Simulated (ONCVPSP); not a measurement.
**Before and after: ONCV potential for Cd**

- Element: cadmium (Cd)
- Generator: ONCVPSP 4.0.1
- Type: optimised norm-conserving Vanderbilt (ONCV)
- Functional: LDA (Perdew-Wang 92)
- Relativity: scalar-relativistic
- Frozen core: [Ar] 3d10
- Valence charge: 20
- Reference configuration: 4s2 4p6 4d10 5s2
- Partial waves: 4s+5s: rc 1.25 bohr, ncon 4, nbas 9, qcut 7.8 1/bohr, 2 projectors; 4p: rc 1.50 bohr, ncon 4, nbas 7, qcut 7.8 1/bohr, 2 projectors, debl 0.6 Ha; 4d: rc 1.05 bohr, ncon 4, nbas 7, qcut 9.2 1/bohr, 2 projectors, debl 2.8 Ha
- Local potential: polynomial inside 1.05 bohr (lpopt 5, dvloc0 1 Ha)
- Core correction: none

In the p channel the program set the typed energies aside and used -2.462, 0.250 Ha.

Change: s: qcut 7; p: qcut 7; d: qcut 8.3.

Cutoffs: the cutoffs (Ha) at which the residual kinetic energy of the hardest occupied pseudo-wave falls to 1 and 0.1 mHa per electron; they do not see the model core or the augmentation charge, which bear on the density cutoff. Errors are all-electron minus pseudo energies relative to the spin-unpolarised reference configuration.

Problem. What does the change do?

Solution. The potential gets harder (39 Ha and 97 Ha → 40 Ha and 144 Ha); the errors of the 4 common tests hardly move; neither file shows a bound ghost.

| quantity | base | changed |
| --- | --- | --- |
| cutoff, loose | 39 Ha | 40 Ha |
| cutoff, tight | 97 Ha | 144 Ha |
| loose cutoff by channel | s 28 Ha, p 21 Ha, d 39 Ha | s 36 Ha, p 20 Ha, d 40 Ha |
| bound ghosts | none | none |
| GHOST(+) flags under 300 eV | s at 286.9 eV | s at 271.0 eV |
| error for 4s2 4p6 4d10 5s1, meV [ΔE 9.62 eV] | -1.4 | -1.5 |
| error for 4s2 4p6 4d10 5s0, meV [ΔE 27.14 eV] | -4.7 | -5.3 |
| error for 4s2 4p6 4d9 5s0, meV [ΔE 65.40 eV] | -8.4 | -9.1 |
| error for 4s2 4p6 4d9 5s2 5p1, meV [ΔE 12.60 eV] | +1.3 | +1.2 |
| s: phases at 1.27 bohr within 0.05 rad from the reference energy up to (Ha; the scan ends near 5) | to the end of the scan | 4.2 |
| p: phases at 1.52 bohr within 0.05 rad from the reference energy up to (Ha; the scan ends near 5) | to the end of the scan | to the end of the scan |
| d: phases at 1.06 bohr within 0.05 rad from the reference energy up to (Ha; the scan ends near 5) | to the end of the scan | to the end of the scan |
